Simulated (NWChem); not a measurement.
System: BGeH3Cl2; SMILES Cl[B](Cl)[GeH3]

The following NWChem deck was run.

```
start job
memory heap 200 mb stack 900 mb global 1100 mb
geometry units angstroms noautoz
  B     -0.003521     0.574893    -0.011243
  Cl    -1.492815     1.489963     0.007581
  Cl     1.509851     1.451772     0.008426
  Ge    -0.009315    -1.495446    -0.006527
  H      0.268100    -1.985681     1.428897
  H     -1.365593    -2.063292    -0.458848
  H      1.103715    -2.047186    -0.915479
end
basis spherical
  * library pcseg-2
end
dft
  xc hfexch
  iterations 150
  semidirect filesize 400000000
  mulliken
end
task dft energy
```

Parts of the log:

```
             Northwest Computational Chemistry Package (NWChem) 7.3.0
             --------------------------------------------------------

 C1  symmetry detected

                             Geometry "geometry" -> ""
                             -------------------------

 Output coordinates in angstroms (scale by  1.889725989 to convert to a.u.)

  No.       Tag          Charge          X              Y              Z
 ---- ---------------- ---------- -------------- -------------- --------------
    1 B                    5.0000    -0.00291060     0.58924739    -0.01468168
    2 Cl                  17.0000    -1.49166006     1.50526897     0.00060119
    3 Cl                  17.0000     1.51098309     1.46531308     0.00059148
    4 Ge                  32.0000    -0.00991957    -1.48104671    -0.00080366
    5 H                    1.0000     0.26770039    -1.96508960     1.43668064
    6 H                    1.0000    -1.36668633    -2.05008918    -0.45014542
    7 H                    1.0000     1.10247370    -2.03745837    -0.90768503

 Effective nuclear repulsion energy (a.u.)     366.1502892803

  xc_inp: hfexch multiplicative factor not found.

                                 NWChem DFT Module
                                 -----------------

 Summary of "ao basis" -> "ao basis" (spherical)
 ------------------------------------------------------------------------------
       Tag                 Description            Shells   Functions and Types
 ---------------- ------------------------------  ------  ---------------------
 B                          pcseg-2                 10       30   4s3p2d1f
 Cl                         pcseg-2                 12       34   5s4p2d1f
 Ge                         pcseg-2                 15       43   6s5p3d1f
 H                          pcseg-2                  6       14   3s2p1d

            General Information
            -------------------
          SCF calculation type: DFT
          Wavefunction type:  closed shell.
          No. of atoms     :     7
          No. of electrons :    74
           Alpha electrons :    37
            Beta electrons :    37
          Charge           :     0
          Spin multiplicity:     1
          Use of symmetry is: off; symmetry adaption is: off
          Maximum number of iterations: 150
          AO basis - number of functions:   183
                     number of shells:    67
          Convergence on energy requested:  1.00D-06
          Convergence on density requested:  1.00D-05
          Convergence on gradient requested:  5.00D-04

              XC Information
              --------------
                     Hartree-Fock (Exact) Exchange  1.000

      Superposition of Atomic Density Guess
      -------------------------------------

 Sum of atomic energies:       -3020.30854814

      Non-variational initial energy
      ------------------------------

 Total energy =   -3021.552032
 1-e energy   =   -4930.888903
 2-e energy   =    1543.186582
 HOMO         =      -0.311595
 LUMO         =      -0.011541

------------------------------------------------------------
EAF file 0: "./job.aoints.0" size=374341632 bytes
------------------------------------------------------------
               write      read    awrite     aread      wait
               -----      ----    ------     -----      ----
     calls:      714         0         0         0         0
   data(b): 3.74e+08  0.00e+00  0.00e+00  0.00e+00
   time(s): 0.00e+00  0.00e+00  0.00e+00  0.00e+00  0.00e+00
rate(mb/s): 0.00e+00  0.00e+00
------------------------------------------------------------

     ---------------------------------------------
      Total Density - Mulliken Population Analysis
     ---------------------------------------------

    Atom       Charge   Shell Charges
 -----------   ------   -------------------------------------------------------
    1 B    5     4.34   2.00  0.54  0.42  0.06  0.62  0.61  0.00  0.01  0.09  0.00
    2 Cl  17    17.31   2.01  0.38  1.60  1.04  0.90  5.92  1.04  3.12  1.27  0.00  0.02  0.00
    3 Cl  17    17.31   2.01  0.38  1.60  1.04  0.90  5.92  1.04  3.12  1.27  0.00  0.02  0.00
    4 Ge  32    31.79   2.00  2.00  1.16  0.81  0.65  0.73  6.00  5.91  0.53  1.54  0.36  9.70  0.34  0.05  0.01
    5 H    1     1.08   0.36  0.55  0.16  0.00  0.01  0.00
    6 H    1     1.09   0.36  0.55  0.16  0.00  0.01  0.00
    7 H    1     1.09   0.36  0.55  0.16  0.00  0.01  0.00

   convergence    iter        energy       DeltaE   RMS-Dens  Diis-err
 ---------------- ----- ----------------- --------- --------- ---------
 d= 0,ls=0.0,diis     1  -3020.8487116680 -3.39D+03  2.88D-03  2.79D-01
 d= 0,ls=0.0,diis     2  -3020.8943728862 -4.57D-02  1.01D-03  9.53D-02
 d= 0,ls=0.0,diis     3  -3020.9071283320 -1.28D-02  4.94D-04  4.11D-03
 d= 0,ls=0.0,diis     4  -3020.9084540551 -1.33D-03  1.14D-04  1.51D-04
 d= 0,ls=0.0,diis     5  -3020.9085126603 -5.86D-05  2.66D-05  1.60D-05
  Resetting Diis
 d= 0,ls=0.0,diis     6  -3020.9085167194 -4.06D-06  1.20D-05  2.11D-06
 d= 0,ls=0.0,diis     7  -3020.9085174058 -6.86D-07  2.15D-06  1.28D-07

         Total DFT energy =    -3020.908517405831
      One electron energy =    -4932.962677182711
           Coulomb energy =     1683.607593036946
    Exchange-Corr. energy =     -137.703722540328
 Nuclear repulsion energy =      366.150289280262

 Numeric. integr. density =        0.000000000000

                       DFT Final Molecular Orbital Analysis
                       ------------------------------------

[...]
```

Level: Hartree-Fock/pcseg-2. All runs use the structure optimised with PBE0/def2-SVP.
